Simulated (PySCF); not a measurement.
Compound: (BeSe)4 ring, Be4Se4.
Geometry (PBE0-D3(BJ)/def2-SVP, Å), atoms numbered from 1 in this order:
```xyz
8
Be4Se4 angstrom
Be    -0.021   -1.894    0.242
Se     1.543   -1.681    1.509
Be     1.850    0.016    0.447
Se     2.040    1.718   -0.633
Be     0.054    1.871   -0.265
Se    -1.931    1.891    0.130
Be    -1.816   -0.040   -0.468
Se    -1.581   -1.966   -1.046
```

The calculation used TDDFT B3LYP/def2-SVPD, vertical, gas phase, core orbitals frozen in the response in PySCF. The B3LYP/def2-SVPD calculation is non-relativistic and has no spin–orbit coupling, an omission that weighs most on selenium.

Frontier orbitals with the atoms that hold most of them (Löwdin shares over 4%, at most four atoms; ? is withheld):

```json
{"orbital": "LUMO+2", "ε (eV)": "-1.56", "atoms": "Be3 15%, Be7 15%, Be1 14%, Be5 14%"}
{"orbital": "LUMO+1", "ε (eV)": "-1.58", "atoms": "Be5 16%, Be1 15%, Be7 14%, Be3 14%"}
{"orbital": "LUMO", "ε (eV)": "-2.63", "atoms": "?"}
{"orbital": "HOMO", "ε (eV)": "?", "atoms": "?"}
{"orbital": "HOMO-1", "ε (eV)": "-7.42", "atoms": "Se2 34%, Se6 33%, Se8 10%, Se4 9%"}
{"orbital": "HOMO-2", "ε (eV)": "-7.42", "atoms": "Se8 34%, Se4 33%, Se6 9%, Se2 9%"}
{"orbital": "HOMO-3", "ε (eV)": "-8.06", "atoms": "Se4 18%, Se6 18%, Se2 18%, Se8 18%"}
```

(1) Give the leading atoms of the LUMO.

(2) Give the leading atoms of the HOMO.

(3) What is the HOMO energy, and the HOMO–LUMO gap?

## Answers

(1) Se2 (bonded to 2 Be) 14%; Se8 (bonded to 2 Be) 14%; Se6 (bonded to 2 Be) 14%; Se4 (bonded to 2 Be) 14%.

(2) Se4 (bonded to 2 Be) 24%; Se6 (bonded to 2 Be) 23%; Se2 (bonded to 2 Be) 23%; Se8 (bonded to 2 Be) 22%.

(3) ε(HOMO) = -7.20 eV; the gap is 4.57 eV (0.1678 hartree).

Within 0.005 eV of a neighbour in this list lie HOMO-2/HOMO-1 (point group found: D2d); within a degenerate set the shares of single atoms can hang on how the components are chosen.

Question: The HOMO–LUMO gap is 4.57 eV. Where does the response calculation put the lowest singlet, and from which orbitals?

Answer: S1 is at 3.68 eV (f = 0.0000), 0.88 eV below the gap, made of HOMO→LUMO (97%). 

Next come S2 at 3.92 eV (f 0.019), HOMO-2/HOMO-1→LUMO (≥91%); S3 at 3.92 eV (f 0.019), HOMO-2/HOMO-1→LUMO (≥91%); S4 at 4.49 eV (f 0.0032), HOMO-3→LUMO (72%), HOMO-2/HOMO-1→LUMO+1 (≥12%), HOMO-2/HOMO-1→LUMO+2 (≥11%); S5 at 4.92 eV (f 0.105), HOMO→LUMO+1 (88%).

Orbitals of the list HOMO-3 to LUMO+2 that lie within 0.01 eV of each other are written together with a slash and their weights summed (≥ marks a lower bound); for degenerate orbitals outside that list single weights are arbitrary.
